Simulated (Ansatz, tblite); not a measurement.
Forces on W(NH)2(NH2)2 (WN4H6) at its r2SCAN-D4/def2-SVP geometry. Total charge 0; singlet.

In the def2 sets W takes a core potential; there is no spin–orbit coupling. The xTB rows come from tblite. Another isomer (singlet) lies 0.06 eV lower at PBE0-D4/def2-TZVP; other spin states weren't run for this one.

GFN1-xTB (tblite), largest force 1.55 eV/Å:

```xyz
11
positions Å, forces eV/Å
N     1.602    0.908   -0.412    0.654    0.314    0.048
N     0.093   -0.434    1.834    0.224   -0.069    0.689
N     0.053   -1.611   -0.927   -0.047    0.654    0.360
N    -1.372    1.242   -0.180    0.538   -0.517    0.053
W     0.156    0.044    0.131   -1.160   -0.324   -0.974
H     2.517    1.344   -0.331   -0.104   -0.011   -0.159
H     0.417   -0.523    2.793   -0.166   -0.065   -0.067
H    -0.352   -2.482   -0.594    0.195    0.146   -0.249
H     0.484   -1.738   -1.838   -0.152   -0.162    0.268
H    -1.381    1.997   -0.861   -0.165   -0.137    0.274
H    -2.217    1.253    0.384    0.182    0.171   -0.242
```

GFN2-xTB (tblite), largest force 0.55 eV/Å:

```
N 0.490 0.218 0.100
N 0.223 -0.019 0.498
N -0.132 0.120 -0.017
N 0.006 -0.155 -0.089
W -0.366 -0.102 -0.308
H 0.244 0.158 -0.139
H -0.052 -0.104 0.301
H -0.022 -0.340 -0.078
H 0.082 -0.248 -0.233
H -0.183 0.283 -0.094
H -0.287 0.190 0.060
```

PBE-D4/def2-TZVP (Ansatz), largest force 0.32 eV/Å:

```
N 0.242 0.158 -0.144
N -0.057 -0.107 0.300
N -0.025 -0.225 -0.151
N -0.216 0.158 -0.051
W -0.046 -0.013 -0.039
H -0.017 -0.012 0.015
H 0.008 0.010 -0.022
H 0.012 0.047 0.029
H 0.007 0.043 0.036
H 0.044 -0.031 0.017
H 0.049 -0.027 0.010
```
